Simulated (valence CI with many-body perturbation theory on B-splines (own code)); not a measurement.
## Rb21+: E2, M1, M2 decay

Method: valence CI with perturbative core correlation (CI+MBPT): six valence electrons over a frozen Dirac-Fock core [Ne], radial functions for each j: 9 s, 9 p, 8 d, 6 f, 3 g, 1 h, with the one-electron correlation potential Σ1, the two-electron term Σ2, the three-electron term Σ3, Breit, model QED; selected CI, second order for the rest, scaled by the run's own slope (own B-spline code, finite nucleus).

No measured levels were compared; by estimate levels of excited configurations hold to 0.05 to 0.15 % of their energy, terms of the ground configuration to about 0.5 %. Among the levels kept, up to 1500 cm⁻¹ of a level comes from second order outside the variational space, and about a tenth of that is noise between levels of different J, which matters for small intervals.

Lines 1 to 36 of 36 in falling wavelength, among levels below 128.76 eV, chosen from the decays that carry over 1 % of a level's rate. Wavelengths and rates use the calculated energies, so an error of 400 cm⁻¹ moves a line at 4234 Å by 1.7 % and its rate by three times that or more. Electric multipoles are in the length gauge, E1 and E2 with the static RPA response of the core. Weak lines are less certain than strong ones. Lines between different terms over intervals too small for the method are left out, as are lines whose strength nearly cancels. The highest levels of a list are the least certain. Branching is blank where the lifetime is uncertain.

Names give the largest LS component (configuration and term), which can be under half, so a name can repeat, a term be missing and a line seem to break the LS rules; names also repeat where a configuration has a term twice. Letters in brackets count levels of one name in rising energy.

```
λ vac (Å)               Upper               Lower  Type   A (s⁻¹)  Branch %
     6407      3s²3p³3d ⁵D°_4      3s²3p³3d ⁵D°_3    M1  7.48e+01      18.1
     4234  3s²3p³3d ³F°_4 [a]      3s²3p³3d ³G°_3    M1  1.19e+02          
     2982      3s²3p³3d ¹G°_4      3s²3p³3d ³G°_4    M1  3.60e+01          
     2657  3s²3p³3d ³F°_4 [a]  3s²3p³3d ³F°_3 [a]    M1  2.42e+02          
     2635      3s²3p³3d ¹G°_4      3s²3p³3d ³G°_3    M1  2.64e+02          
     2540      3s²3p³3d ³G°_4  3s²3p³3d ³D°_3 [a]    M1  7.23e+02          
     2527      3s²3p³3d ³G°_5      3s²3p³3d ³G°_4    M1  6.07e+02          
     2491         3s²3p⁴ ³P_1         3s²3p⁴ ³P_0    M1  7.33e+02       5.0
     2254  3s²3p³3d ³F°_4 [b]  3s²3p³3d ³F°_3 [b]    M1  1.25e+03       2.7
     1969         3s²3p⁴ ³P_0         3s²3p⁴ ³P_2    E2  1.04e+00     100.0
     1707  3s²3p³3d ³F°_4 [a]  3s²3p³3d ³D°_3 [a]    M1  9.97e+01          
     1372      3s²3p³3d ¹G°_4  3s²3p³3d ³D°_3 [a]    M1  5.93e+01          
     1226      3s²3p³3d ¹S°_0      3s²3p³3d ⁵D°_1    M1  4.61e+03       1.1
     1100         3s²3p⁴ ³P_1         3s²3p⁴ ³P_2    M1  1.40e+04      95.0
     1003      3s²3p³3d ³G°_4      3s²3p³3d ⁵D°_4    M1  6.50e+03          
    901.3  3s²3p³3d ³F°_4 [b]      3s²3p³3d ³G°_5    M1  5.19e+03      11.1
    854.8  3s²3p³3d ³F°_4 [b]      3s²3p³3d ¹G°_4    M1  2.39e+03       5.1
    841.1  3s²3p³3d ³F°_4 [a]      3s²3p³3d ⁵D°_4    M1  3.02e+03          
    779.1         3s²3p⁴ ¹D_2         3s²3p⁴ ³P_2    M1  1.22e+04      98.8
    761.5  3s²3p³3d ³F°_4 [b]  3s²3p³3d ³F°_4 [a]    M1  6.05e+03      13.0
    750.6      3s²3p³3d ¹G°_4      3s²3p³3d ⁵D°_4    M1  1.44e+03          
    743.5  3s²3p³3d ³F°_4 [a]      3s²3p³3d ⁵D°_3    M1  1.88e+03          
    718.1      3s²3p³3d ³G°_5      3s²3p³3d ⁵D°_4    M1  1.75e+03          
    671.9      3s²3p³3d ¹G°_4      3s²3p³3d ⁵D°_3    M1  6.38e+02          
    664.4  3s²3p³3d ³F°_4 [b]      3s²3p³3d ³G°_4    M1  1.58e+04      33.9
    645.4  3s²3p³3d ³F°_4 [b]      3s²3p³3d ³G°_3    M1  2.93e+03       6.3
    624.5         3s²3p⁴ ¹S_0         3s²3p⁴ ³P_1    M1  8.23e+04      99.8
    591.9  3s²3p³3d ³F°_4 [b]  3s²3p³3d ³F°_3 [a]    M1  5.69e+02       1.2
    526.6  3s²3p³3d ³F°_4 [b]  3s²3p³3d ³D°_3 [a]    M1  4.85e+03      10.4
    399.7  3s²3p³3d ³F°_4 [b]      3s²3p³3d ⁵D°_4    M1  6.49e+03      13.9
    376.2  3s²3p³3d ³F°_4 [b]      3s²3p³3d ⁵D°_3    M1  5.57e+02       1.2
    138.9      3s²3p³3d ³G°_4         3s²3p⁴ ¹D_2    M2  2.30e+02          
    135.3  3s²3p³3d ³F°_4 [a]         3s²3p⁴ ¹D_2    M2  8.38e+01          
    133.6      3s²3p³3d ⁵D°_4         3s²3p⁴ ³P_2    M2  3.34e+02      81.1
    132.7      3s²3p³3d ¹G°_4         3s²3p⁴ ¹D_2    M2  1.93e+02          
    113.4      3s²3p³3d ¹G°_4         3s²3p⁴ ³P_2    M2  2.76e+01
```
